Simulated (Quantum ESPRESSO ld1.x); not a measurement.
Results of a calculation; reference values are marked as such.
All-electron atom: Mo III in [Kr] 4d3 5s1 (not the ground configuration). Level of theory: scalar-relativistic Kohn-Sham, LDA (Slater exchange, Perdew-Wang correlation), spin-polarised, spherical densities, point nucleus; open shells are filled with parallel spins first (ld1.x of Quantum ESPRESSO 7.5). Some entries of the table are withheld. Estimate them.

orbital  occ.  eigenvalue (hartree)  <1/r> (bohr^-1)  <r^2> (bohr^2)
1s up       1             -728.2938            43.50        0.001672
1s down     1             -728.2925            43.50        0.001672
2s up       1             -103.6210            9.792         0.02792
2s down     1             -103.6065            9.793         0.02791
2p up       3              -92.7927            9.528         0.02195
2p down     3              -92.7813            9.528         0.02195
3s up       1              -18.3168            3.360          0.2116
3s down     1              -18.3057            3.361          0.2115
3p up       3              -14.7699            3.199          0.2165
3p down     3              -14.7578            3.199          0.2163
3d up       5               -8.9818            2.968          0.2078
3d down     5               -8.9660            2.969          0.2075
4s up       1                   (1)            1.243           1.368
4s down     1                   (2)            1.249           1.356
4p up       3                   (3)            1.105           1.696
4p down     3                   (4)            1.113           1.679
4d up       3               -0.9152           0.7968           3.258
4d down     0               -0.8250           0.8002           3.281
5s up       1               -0.7447           0.4638           8.747
5s down     0               -0.6674           0.4480           9.355

Answer. 
(1) 4s up eigenvalue (hartree): -3.2172
(2) 4s down eigenvalue (hartree): -3.1431
(3) 4p up eigenvalue (hartree): -2.2575
(4) 4p down eigenvalue (hartree): -2.1773
